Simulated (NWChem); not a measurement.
# Correlation energy of AlO

```
Al
O 1 1.6384
```
Charge 0, spin multiplicity 2.

Everything below was run with NWChem. The geometry was optimised at UB3LYP/def2-SVP, a minimum by its harmonic frequencies.

Basis set: 3-21G. Each correlation energy counts from its own Hartree-Fock reference.

The correlated methods keep 6 core orbitals frozen. The structure started from a generated list of species. The unpaired electrons of the parent sit in orbitals of symmetry a1 (C2v labels of the run); other states weren't searched. No SCF solution was tested for a lower state. Open-shell Hartree-Fock references start from PBE0 orbitals. Coupled-cluster values serve here as a point of comparison, not as the truth.

```csv
method,correlation energy (mHa),remark
CCSD(T) on UHF,-169.6,large amplitudes
UMP2,[?],-
SCS-UMP2,-122.3,-
CCSD[T] on UHF,-175.7,large amplitudes
CCSD[T] on ROHF,-181.7,large amplitudes
CCSDT on ROHF,-177.5,large amplitudes
CCSD on ROHF,-166.7,large amplitudes
CCSD on UHF,[?],large amplitudes
CCSD(T) on ROHF,[?],large amplitudes
```

Q: Complete the blanks.

A: 
- UMP2, correlation energy (mHa): -125.3
- CCSD on UHF, correlation energy (mHa): -162.4
- CCSD(T) on ROHF, correlation energy (mHa): -174.0
